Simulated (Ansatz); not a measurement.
The cluster Ge₃O₂ (the lowest singlet isomer of a short search) was relaxed with B3LYP-D4 (def2-SVP) in Ansatz in these states: neutral quintet, neutral singlet, neutral triplet. The geometries follow in no particular order.

A:

Cartesian coordinates in Å:
```
Ge -1.239 -0.653 0.724
Ge 0.354 1.321 0.735
Ge 1.013 -0.189 -1.193
O 0.673 -0.838 0.588
O -0.801 0.360 -0.854
```

B:

Cartesian coordinates in Å:
```
Ge 0.929 -0.597 0.813
Ge 0.644 2.083 -0.315
Ge -1.168 -0.177 -0.695
O 0.474 -1.021 -0.943
O -0.878 -0.287 1.141
```

C:

```
atom   x (Å)   y (Å)   z (Å)
 Ge1  -1.155   0.736  -0.809
 Ge2  -0.356  -1.203   0.977
 Ge3   1.511   0.468  -0.168
  O4   0.139  -0.774  -0.903
  O5  -0.139   0.774   0.903
```

Problem. Judge from the bond lengths which geometry belongs to which state (an estimate).

Solution. A is the neutral singlet (Ge2–O5 2.187 Å, Ge2–O4 2.188 Å, Ge2–Ge3 2.536 Å); B is the neutral quintet (Ge2–O5 3.171 Å, Ge2–O4 3.172 Å, Ge2–Ge3 2.922 Å); C is the neutral triplet (Ge2–O5 1.991 Å, Ge2–O4 1.991 Å, Ge2–Ge3 2.755 Å).

At PBE0-D4/def2-TZVP a singlet lies 3.30 eV below the neutral quintet. At PBE0-D4/def2-TZVP a singlet lies 0.84 eV below the neutral triplet. These are the stationary points nearest to one start from a short search; other shapes may lie lower in each state.
